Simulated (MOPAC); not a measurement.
Job for MOPAC: PM3 on aminoborane (SMILES BN), a point of a bond scan (R = 2.719 Å).

```
PM3 1SCF PRECISE CHARGE=0 THREADS=1
BH4N

B     -0.77598333 1     0.04477233 1    -0.00303336 1
N      0.60927771 1    -0.03515382 1     0.00238170 1
H     -1.41381575 1    -0.96287333 1    -0.03105655 1
H     -1.29389237 1     1.11910141 1     0.02047198 1
H      2.23045548 1     2.14632244 1     0.06432812 1
H      1.11296685 1    -0.90681330 1    -0.01624534 1
```

Program output:

```
*******************************************************************************
 **                                                                           **
 **                              MOPAC v23.2.5                                **
 **                                                                           **
 *******************************************************************************
 ** MOPAC's Digital Object Identifier: https://doi.org/10.5281/zenodo.6511958 **
 **                                                                           **
 ** Please cite the open-source release paper for use of this MOPAC version:  **
 ** J. E. Moussa and J. J. P. Stewart (2026)                                  **
 ** MOPAC: An open-source semiempirical molecular orbital program             **
 ** J. Open Source Softw., 11(119), 8025, https://doi.org/10.21105/joss.08025 **
 *******************************************************************************

                              PM3 CALCULATION RESULTS

 *******************************************************************************
 *  PM3        - The PM3 Hamiltonian to be used
 *
 *
 *
 *                 CHARGE ON SYSTEM = 0
 *
 *
 *
 *  PRECISE    - TIGHTER CRITERIA TO BE USED
 *  1SCF       - DO 1 SCF AND THEN STOP
 *  THREADS=1  - MULTI-THREADING NOT USED
 *  T=         - A TIME OF 172800.0 SECONDS REQUESTED
 *  DUMP=N     - RESTART FILE WRITTEN EVERY 7200.0 SECONDS REQUESTED
 *******************************************************************************
PM3 1SCF PRECISE CHARGE=0 THREADS=1
 BH4N

   ATOM   CHEMICAL          X               Y               Z
  NUMBER   SYMBOL      (ANGSTROMS)     (ANGSTROMS)     (ANGSTROMS)

     1       B         -0.77598333  *   0.04477233  *  -0.00303336  *
     2       N          0.60927771  *  -0.03515382  *   0.00238170  *
     3       H         -1.41381575  *  -0.96287333  *  -0.03105655  *
     4       H         -1.29389237  *   1.11910141  *   0.02047198  *
     5       H          2.23045548  *   2.14632244  *   0.06432812  *
     6       H          1.11296685  *  -0.90681330  *  -0.01624534  *



          CARTESIAN COORDINATES

    NO.       ATOM           X           Y           Z

     1         B         -0.7760      0.0448     -0.0030
     2         N          0.6093     -0.0352      0.0024
     3         H         -1.4138     -0.9629     -0.0311
     4         H         -1.2939      1.1191      0.0205
     5         H          2.2305      2.1463      0.0643
     6         H          1.1130     -0.9068     -0.0162

  H: (PM3): J. J. P. STEWART, J. COMP. CHEM. 10, 209 (1989).
  B: (PM3): J. J. P. STEWART, J. MOL. MOD., 10, 155-164 (2004)
  N: (PM3): J. J. P. STEWART, J. COMP. CHEM. 10, 209 (1989).

           Empirical Formula: H4 N B  =     6 atoms



      MOLECULAR POINT GROUP   :   Cs


      RHF CALCULATION, NO. OF DOUBLY OCCUPIED LEVELS = 6


 -------------------------------------------------------------------------------
 PM3 1SCF PRECISE CHARGE=0 THREADS=1
 BH4N



     1SCF WAS SPECIFIED, SO BFGS WAS NOT USED
     SCF FIELD WAS ACHIEVED


                              PM3 CALCULATION
                                                       MOPAC v23.2.5 Linux




          FINAL HEAT OF FORMATION =        155.93692 KCAL/MOL =     652.44008 KJ/MOL


          COSMO AREA              =         84.30 SQUARE ANGSTROMS
          COSMO VOLUME            =         61.46 CUBIC ANGSTROMS

          IONIZATION POTENTIAL    =          8.726688 EV
          HOMO LUMO ENERGIES (EV) =         -8.727 -3.213
          NO. OF FILLED LEVELS    =          6
          MOLECULAR WEIGHT        =         28.8483         POINT GROUP:  Cs

          MOLECULAR DIMENSIONS (Angstroms)

            Atom       Atom       Distance
            H     5    H     3     4.79134
            H     6    H     4     3.10373
            N     2    B     1     0.00000


          SCF CALCULATIONS        =          1





   ATOM   CHEMICAL          X               Y               Z
  NUMBER   SYMBOL      (ANGSTROMS)     (ANGSTROMS)     (ANGSTROMS)

     1       B         -0.77598333  *   0.04477233  *  -0.00303336  *
     2       N          0.60927771  *  -0.03515382  *   0.00238170  *
     3       H         -1.41381575  *  -0.96287333  *  -0.03105655  *
     4       H         -1.29389237  *   1.11910141  *   0.02047198  *
     5       H          2.23045548  *   2.14632244  *   0.06432812  *
     6       H          1.11296685  *  -0.90681330  *  -0.01624534  *

                             CARTESIAN COORDINATES

   1    B       -0.775983330     0.044772330    -0.003033360
   2    N        0.609277710    -0.035153820     0.002381700
   3    H       -1.413815750    -0.962873330    -0.031056550
   4    H       -1.293892370     1.119101410     0.020471980
   5    H        2.230455480     2.146322440     0.064328120
   6    H        1.112966850    -0.906813300    -0.016245340


           Empirical Formula: H4 N B  =     6 atoms



      MOLECULAR POINT GROUP   :   Cs


                  EIGENVALUES
 -28.06975 -19.27224 -15.45773 -13.24984 -11.42194  -8.72669  -3.21269   1.79411
   3.36177   4.96598   5.16812   6.08616


              NET ATOMIC CHARGES AND DIPOLE CONTRIBUTIONS

  ATOM NO.   TYPE          CHARGE      No. of ELECS.   s-Pop       p-Pop
    1          B          -0.437041        3.4370     1.01460     2.42244
    2          N           0.214082        4.7859     1.38460     3.40132
    3          H           0.067804        0.9322     0.93220
    4          H           0.066211        0.9338     0.93379
    5          H           0.040161        0.9598     0.95984
    6          H           0.048783        0.9512     0.95122
 DIPOLE           X         Y         Z       TOTAL
 POINT-CHG.     2.075     0.114     0.014     2.078
 HYBRID         0.321    -0.403    -0.008     0.515
 SUM            2.396    -0.289     0.006     2.413


          ATOMIC ORBITAL ELECTRON POPULATIONS

     Atom    s        px        py        pz
    1  B   1.01460   0.85052   0.98721   0.58472
    2  N   1.38460   1.06161   0.92450   1.41521
    3  H   0.93220
    4  H   0.93379
    5  H   0.95984
    6  H   0.95122

 **********************
 *                    *
 * JOB ENDED NORMALLY *
 *                    *
 **********************




 == MOPAC DONE ==
```

The run finished.

Cost: very roughly 0.020 core-seconds.
